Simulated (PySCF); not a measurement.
# Radial density of Si²⁺ (silicon, charge +2)

BLYP, [Ne] 3s2, closed-shell 1S. Computed with PySCF 2.14 in x2c-TZVPPall with one added diffuse shell each of s, p, d type (6s6p4d1f, 51 functions), with scalar relativity by spin-free X2C-1e.

| r (bohr) | 4πr²ρ (e/bohr) |
| --- | --- |
| 0.00205 | 0.09915 |
| 0.00344 | 0.2660 |
| 0.00579 | 0.6825 |
| 0.00975 | 1.693 |
| 0.0164 | 3.905 |
| 0.0276 | 7.991 |
| 0.0464 | 13.29 |
| 0.0780 | 15.83 |
| 0.131 | 12.08 |
| 0.221 | 9.897 |
| 0.371 | 14.15 |
| 0.624 | 9.835 |
| 1.05 | 2.313 |
| 1.77 | 1.293 |
| 2.97 | 0.3375 |
| 5.00 | 0.005537 |

Densities and radii are taken from the X2C orbitals without a picture-change correction, which distorts them close to the nucleus.
